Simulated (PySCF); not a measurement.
Compound: C3H7NOSi.
SMILES: `C1C[SiH]1NC=O`

Computed with TDDFT B3LYP/def2-SVPD, vertical, gas phase, core orbitals frozen in the response (PySCF). The structure is a single GFN2-xTB conformer in the gas phase; no vibrational or solvent corrections. Torsions of this conformer, `[O:1]=[CH:2][NH:3][SiH:4]1[CH2:5][CH2:6]1`: O1–C2–N3–Si4 2°, C2–N3–Si4–C5 -152°.

Computed singlets with f of 0.002 or more:

```csv
state,λ (nm),f
S1,231.0,0.025
S2,215.2,0.014
S4,197.9,0.011
S5,193.3,0.101
S6,183.3,0.036
S7,181.5,0.033
S8,179.4,0.025
```

Turn these into Einstein A coefficients, radiative lifetimes, transition dipoles and integrated cross-sections.

A / s⁻¹ = 0.6670 f (ν̃ / cm⁻¹)² and τ = 1/A in vacuum; |μ| follows from f = (2/3) ΔE |μ|² (atomic units, 1 au = 2.5417 D); ∫σ dE = 109.76 f Mb·eV.

```csv
state,A (s⁻¹),τ,|μ| (D),∫σ dE (Mb·eV)
S1,3.1×10⁷,32 ns,1.10,2.7
S2,2.1×10⁷,48 ns,0.81,1.6
S4,1.9×10⁷,52 ns,0.69,1.2
S5,1.8×10⁸,5.6 ns,2.03,11
S6,7.1×10⁷,14 ns,1.18,3.9
S7,6.6×10⁷,15 ns,1.12,3.6
S8,5.1×10⁷,19 ns,0.97,2.7
```

Leading configurations: S1 H→L (82%); S2 H-1→L (81%); S4 H→L+3 (88%); S5 H→L+2 (82%); S6 H→L+4 (93%); S7 H-2→L (64%); S8 H→L+5 (78%) (H = HOMO, L = LUMO).

The rates are for emission to S0 at the absorption energy, with no other channel.

Which computed singlets stay under f = 0.002?

S3 (5.94 eV, f 0.0014).

What is the integrated cross-section of all computed states together?

Σf = 0.246 over S1 to S8, so 109.76 × Σf ≈ 27 Mb·eV.

Suppose S1 emitted 0.3 eV lower with the same transition dipole. How would A change?

At fixed |μ|, A goes as the cube of the energy: (5.07/5.37)³ = 0.84, which makes τ about 39 ns.
